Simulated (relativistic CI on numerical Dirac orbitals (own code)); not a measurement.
# Mn2+ in a cubic cluster: L2,3 absorption with charge transfer

Computed with a charge-transfer multiplet model of a cubic metal-ligand cluster with up to 3 ligand holes, Slater and spin-orbit integrals from Dirac-Coulomb-Breit ions, Slater integrals scaled by 0.8. The ground state mixes d5 with configurations of k ligand holes L, whose averages lie at kΔ + k(k − 1)U_dd/2; a core hole lowers each added d electron by U_cd. 300 K, Lorentzian 0.4 eV and Gaussian 0.3 eV FWHM.

Atomic integrals in eV (Slater integrals scaled, ζ unscaled), ground: F2dd 8.204, F4dd 5.095, zeta_d 0.037; with the core hole: F2dd 8.873, F4dd 5.517, zeta_d 0.052, zeta_core 6.792, F2cd 5.084, G1cd 3.747, G3cd 2.127.

Cluster parameters (eV): Δ = 3.1, U_dd = 6.2, U_cd = 7.3, 10Dq(ligand) = 0.1, V(eg) = 2.05, V(t2g) = -1.03, final-state hopping factor = 0.9.

| Case | n_d | d5 | d6L | d7L2 | d8L3 | S |
| --- | --- | --- | --- | --- | --- | --- |
| 10Dq = -0.35 eV | 5.27 | 0.75 | 0.24 | 0.01 | 0.00 | 2.50 |
| 10Dq = -0.05 eV | 5.26 | 0.75 | 0.23 | 0.01 | 0.00 | 2.50 |
| 10Dq = 0.25 eV | 5.26 | 0.76 | 0.23 | 0.01 | 0.00 | 2.50 |

Weights, n_d and S are thermal averages at 300 K. Photon energies count from the first peak over 30 % of the highest in each spectrum, which can be another peak from case to case. The parameters are a model scan and need not match a compound or its usual spin state. A negative ionic 10Dq is a model choice; hopping adds the covalent part of the field. Peaks in eV (height, largest 100):
- 10Dq = -0.35 eV: 0.0 (100), 1.0 (42), 2.7 (9), 3.4 (8), 10.4 (18), 11.8 (27)
- 10Dq = -0.05 eV: 0.0 (100), 1.0 (43), 2.7 (10), 3.4 (8), 10.4 (17), 11.9 (26)
- 10Dq = 0.25 eV: 0.0 (100), 0.9 (42), 2.7 (10), 10.0 (14), 10.5 (13), 11.9 (23)

For the case 10Dq = 0.25 eV, Δ = 3.1 eV is smaller than U_dd = 6.2 eV, the charge-transfer side of the Zaanen-Sawatzky-Allen scheme. With the core hole the configuration with one ligand hole lies at Δ + U_dd − U_cd = 2.0 eV above the one without, against Δ in the ground state. The added d electron screens the hole, so the order of the configurations is kept and charge-transfer satellites are weaker than in photoemission.
